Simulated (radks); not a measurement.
Method: non-relativistic Kohn-Sham, PBE, spin-unpolarised, spherical densities, point nucleus; computed with a radial shooting solver on a logarithmic mesh with Libxc functionals. Response by self-consistent Sternheimer equations with the Hartree and adiabatic LDA kernel. For heavy and open-shell atoms this level of theory can miss by tens of per cent. Estimate the static dipole polarisabilities of C+ ([He] 2s2 2p1) and Ca2+ ([Ar]) and the C6 coefficients of the three pairs.

Answer. alpha = 5.958 and 3.337 bohr^3; C6 = 14.44 (C+-C+), 11.67 (C+-Ca2+), 11.05 (Ca2+-Ca2+) hartree bohr^6.
